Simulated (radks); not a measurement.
P XII, 4 electrons, occupied as [He] 2s2.

All-electron calculation, scalar-relativistic Kohn-Sham, Slater X-alpha with alpha = 0.98, spin-polarised, spherical densities, point nucleus. Program: a radial shooting solver on a logarithmic mesh with Libxc functionals.

Energy parts (hartree):
total: -262.65775
kinetic: 264.13360
electron-nucleus: -545.63054
Hartree: 34.05153
exchange: -15.21234

Orbitals (lengths in bohr, moments of r in powers of bohr; <r^-3> diverges for s and p1/2; r(90%) holds 90 % of the orbital's charge):
[
 {"orbital": "1s", "occ.": "2", "eigenvalue (hartree)": "-96.58245", "r(90%)": "0.182", "<r^2>": "0.01399", "<r^-3>": "-"},
 {"orbital": "2s", "occ.": "2", "eigenvalue (hartree)": "-20.25605", "r(90%)": "0.670", "<r^2>": "0.2243", "<r^-3>": "-"}
]

The highest occupied level is 2s at -551.20 eV. Summed over all electrons, <r^2> = 0.4766 bohr^2, which gives a Langevin (diamagnetic) susceptibility term of -0.377 x 10^-6 cm^3/mol. For comparison, the ionisation energy in NIST's Atomic Spectra Database is 560.6 eV (semi-empirical). In exact Kohn-Sham theory the highest level is minus the ionisation energy, but local and semilocal functionals leave it too shallow, through self-interaction and a potential that decays too fast; potentials with the right tail come closer. The density falls to 0.001 e/bohr^3 at r = 1.19 bohr.
